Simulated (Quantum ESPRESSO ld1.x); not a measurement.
Q: Radial electron density D(r) = 4 pi r^2 rho(r) of an atom or ion with 33 electrons. Calculated with ld1.x of Quantum ESPRESSO 7.5: scalar-relativistic Kohn-Sham, LDA (Slater exchange, Perdew-Zunger correlation), spin-polarised, spherical densities, point nucleus.

r (bohr),D(r) (e/bohr),spin D(r)
0.003376,4.644,-0.0000871
0.004362,7.068,-0.000109
0.005679,10.66,-0.000100
0.007395,15.61,0.0000227
0.009553,21.80,0.000454
0.01244,29.32,0.00172
0.01607,36.84,0.00483
0.02092,43.17,0.0123
0.02703,46.05,0.0276
0.03519,44.65,0.0581
0.04546,40.57,0.108
0.05919,38.24,0.179
0.07647,42.18,0.243
0.09957,51.08,0.250
0.1286,55.47,0.154
0.1675,48.05,0.00729
0.2181,35.31,0.0294
0.2817,32.07,0.338
0.3668,37.92,0.618
0.4738,37.15,0.385
0.617,24.51,-0.0122
0.797,11.96,0.467
1.038,6.532,1.86
1.341,4.986,2.60
1.746,2.903,1.85
2.255,0.9660,0.692
2.936,0.1463,0.115
3.793,0.009597,0.00822
4.939,0.0001841,0.000169

What is the nuclear charge?

A: Z = 37. The innermost maximum, from 1s, lies near gamma/Z bohr with gamma = sqrt(1 - (Z/c)^2) = 0.963, here 0.026 bohr (found: 0.0284), and its height grows with Z. The density is that of the rubidium ion Rb4+ in [Ar] 3d10 4s2 4p3; the configuration itself is not fixed sharply by these data, and Z only to a few units. D(r) has 3 maxima, at r = 0.0284, 0.126, 0.414 bohr, and minima at 0.0583, 0.264 bohr, inside which lie 2.06, 11.08 electrons.
